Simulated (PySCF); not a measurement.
Compound: C4H8BNO.
InChI=1S/C4H8BNO/c1-2-3-4-7-5-6/h2-5H,1,6H2/b4-3-

Torsions of this conformer, `[CH2:1]=[CH:2]/[CH:3]=[CH:4]\[O:5][BH:6][NH2:7]`: C1–C2–C3–C4 180°, C3–C4–O5–B6 180°, C4–O5–B6–N7 180°, H–N7–B6–O5 0°, H–N7–B6–O5 180°.

The closed-shell ground state was solved at several levels (PySCF, density fitting, gas phase, non-relativistic). Isolated species at its GFN2-xTB geometry (one conformer only).

| level | basis functions | HOMO (eV) | LUMO (eV) | gap (eV) | dipole (D) |
| --- | --- | --- | --- | --- | --- |
| PBE0/pcSseg-1 | 159 | -6.07 | -0.41 | 5.66 | 1.99 |
| B3LYP/pcJ-1 | 269 | -5.84 | -0.59 | 5.25 | 1.98 |

What might PBE0/def2-SVPD (207 basis functions) give for the same quantities?

HOMO -6.12 eV, LUMO -0.51 eV, gap 5.61 eV, dipole 1.85 D.

Over all these levels, which gives the widest orbital gap and which the narrowest?

PBE0/pcSseg-1 (global hybrid, 25 % exact exchange) has the widest, 5.66 eV, and B3LYP/pcJ-1 (global hybrid, 20 % exact exchange) the narrowest, 5.25 eV. Functional and basis both differ between the two, so the spread mixes both effects.

How far do the dipole and the HOMO energy spread over the levels?

The dipole runs from 1.85 to 1.99 D (mean 1.94 D) and the HOMO from -6.12 to -5.84 eV.
